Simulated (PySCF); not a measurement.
**Gas-phase XPS of (FSi)4O6 adamantane, computed**

(FSi)4O6 adamantane, F4O6Si4.
Z-matrix (Å and degrees, PBE0-D3(BJ)/def2-SVP geometry), rows numbered from 1:
```
Si
F   1  1.5820
O   1  1.6579  2  112.63
Si  3  1.6578  1  115.52  2   179.95
F   4  1.5819  3  112.63  1   180.00
O   4  1.6578  3  106.24  1   -56.46
Si  6  1.6570  4  115.53  3    56.42
F   7  1.5818  6  112.81  4   179.94
O   1  1.6570  2  112.33  3   119.95
O   7  1.6577  6  106.23  4    56.49
Si 10  1.6569  7  115.54  6   -56.46
F  11  1.5818 10  112.45  7   179.84
O   1  1.6578  2  112.46  3  -120.04
O   4  1.6569  3  106.28  1    56.51
```

The calculation used delta-SCF UKS SCAN, pcX-2 on the ionised atom, pcseg-1 elsewhere, spin-free X2C in PySCF. Each binding energy is the total energy of the core-ionised species, with the hole localised on one atom, minus that of the ground state; both are solved self-consistently, so orbital relaxation is included.

What binding energy does each computed site have?

```
         atom(s)                  environment     level  binding energy (eV)  2p1/2 (eV)  count
Si1/Si4/Si7/Si11  silicon bonded to F and 3 O     Si 1s              1851.20           –      4
    F2/F5/F8/F12        fluorine bonded to Si      F 1s               694.21           –      4
         O3 (×6)        oxygen bonded to 2 Si      O 1s               539.70           –      6
Si1/Si4/Si7/Si11  silicon bonded to F and 3 O  Si 2p3/2               110.80      111.42      4
```

Which photon wavelength matches the F 1s of F2 (atom 2)/F5/F8/F12 threshold?

λ = hc/E = 12398.42 eV Å / 694.21 eV = 17.860 Å.

Express the binding energy of F 1s of F2/F5/F8/F12 in atomic units and per mole.

694.21 eV = 25.5117 Eh = 66981 kJ/mol.

The first atom of each set that the bonding makes equivalent was ionised and stands for the set. Spin–orbit and ligand-field terms were added within each 2p shell after the spin-free SCF. 2p1/2 minus 2p3/2 (ligand field included): Si 0.63 eV. The structure is a single PBE0-D3(BJ)/def2-SVP conformer in the gas phase; no vibrational or solvent corrections.

Time: 50 s wall, 2.0 min CPU; peak memory 1.2 GiB. Hardware: 2 threads of an Intel Xeon Platinum 8259CL at 2.50 GHz, on a shared host.
